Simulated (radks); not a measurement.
The numbers below are computed, except where a source is named.
Task: These are the eigenvalues of the occupied orbitals of an atom or ion with whole-number occupations (hartree). Code: a radial shooting solver on a logarithmic mesh with Libxc functionals. Model: Dirac Kohn-Sham, PBE, spin-unpolarised, spherical densities, finite nucleus; Fermi nuclear charge, rms radius of each element as measured or else 0.836 A^(1/3) + 0.57 fm.

| orbital | eigenvalue |
|---|---|
| 1s1/2 | -1478.615 |
| 2s1/2 | -236.7693 |
| 2p1/2 | -223.5605 |
| 2p3/2 | -207.1485 |
| 3s1/2 | -51.09537 |
| 3p1/2 | -45.49997 |
| 3p3/2 | -42.27478 |
| 3d3/2 | -32.48960 |
| 3d5/2 | -31.79707 |
| 4s1/2 | -10.45134 |
| 4p1/2 | -8.37276 |
| 4p3/2 | -7.68007 |
| 4d3/2 | -4.26704 |
| 4d5/2 | -4.14565 |
| 5s1/2 | -1.63134 |
| 5p1/2 | -1.06890 |
| 5p3/2 | -0.96965 |
| 4f5/2 | -0.34564 |
| 4f7/2 | -0.33352 |
| 5d3/2 | -0.26942 |
| 5d5/2 | -0.26183 |

Which element is it, and in what charge state? The configuration may be excited. Open shells, if any, are shared by 2j + 1.

Result: Z = 58, cerium, charge +1: Ce+ in [Xe] 4f1 5d2. The list shows which subshells hold electrons but not how many an open one holds; the 1s level, -1478.6 hartree, gives Z - s = 54.4 by -(Z - s)^2/2, which with screening and relativity narrows Z to a few neighbours, and the depths of the outer levels then fix element, charge and occupations together.
